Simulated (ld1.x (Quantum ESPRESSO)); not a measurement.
Transferability test, TM potential for Sb

```json
{"Element": "antimony", "Generator": "ld1.x (Quantum ESPRESSO) 7.5", "Type": "norm-conserving Troullier–Martins (Kleinman–Bylander form)", "Functional": "PBEsol", "Relativity": "scalar-relativistic", "Frozen core": "[Kr] 4d10", "Valence charge": "5", "Reference configuration": "5s1 5p4", "Partial waves": "5p (bound): rc 2.20 bohr; 5s (bound): rc 1.60 bohr", "Local potential": "the s channel", "Core correction": "a·sin(br)/r model core, default radius (core density twice the valence density)"}
```

Energies are relative to the spin-unpolarised reference configuration 5s1 5p4; without spin polarisation the order of configurations can differ from experiment.

```
valence configuration  charge  ΔE all-electron (eV)  error AE − PS (meV)
              5s2 5p3       0                -8.142                  -14
              5s2 5p2      +1                 0.202                  -12
              5s2 5p1      +2                16.214                  -23
              5s1 5p0      +4                84.991                 -363
              5s1 5p3      +1                 8.966                 -5.1
              5s0 5p5       0                 8.352                  -16
            5s2 5p3.3    -0.3                -9.304                  -14
```

Levels in the configuration 5s2 5p3.3:

```csv
level,all-electron (eV),pseudo (eV)
5s,-10.786,-10.756
5p,-2.930,-2.929
```
